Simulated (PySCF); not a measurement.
Input of a driver script around PySCF for `[SiH3][AsH2]`, coordinates in Å (PBE0-D3(BJ)/def2-SVP geometry):
```
{"job": {"kind": "eom", "basis": "aug-cc-pVDZ", "nee": 5}, "charge": 0, "multiplicity": 1}
Si    -0.905445     0.107453    -0.031068
As     1.362790    -0.055364    -0.709221
H     -1.700160    -0.887310    -0.812680
H     -1.391846     1.480513    -0.363017
H     -1.107684    -0.143286     1.427672
H      1.556102    -1.360649     0.057012
H      1.835270     0.779561     0.476942
```

Task: What does the run print?

Result: 
```
E(HF) = -2526.0070844862
E(MP2) = -2526.2635297548
E(CCSD) = -2526.3096088331
T1 diagnostic = 0.0103

EOM-IP-CCSD (eV)   Koopmans (eV)
   9.6247       9.8842
  11.1615      11.6418
  12.1412      12.8573
  12.6641      13.4687
  13.2081      13.9385
  17.1927      19.0246

EOM-EE-CCSD singlets (eV): 6.2141 6.5539 6.7203 7.4507 7.5103

EOM-EE-CCSD triplets (eV): 5.5189 5.7091
```

Computed with CCSD and EOM-CCSD/aug-cc-pVDZ in PySCF, restricted Hartree–Fock reference, 14 core orbitals frozen, non-relativistic, gas phase, PBE0-D3(BJ)/def2-SVP geometry. Each EOM-IP line stands beside −ε of the orbital with the largest one-hole amplitude.

Task: What correlation energies follow, and how does the T1 diagnostic stand?

Result: MP2 -0.25645 Eh, CCSD -0.30252 Eh; CCSD lies 46.1 mEh below MP2. T1 = 0.0103, below the customary warning level of 0.02.

Task: Which orbital leads each EOM-IP root, and how large is the one-hole share of its vector?

Result: 9.62 eV: HOMO, one-hole share 0.96; 11.16 eV: HOMO-1, one-hole share 0.95; 12.14 eV: HOMO-2, one-hole share 0.94; 12.66 eV: HOMO-3, one-hole share 0.93; 13.21 eV: HOMO-4, one-hole share 0.94; 17.19 eV: HOMO-5, one-hole share 0.82.
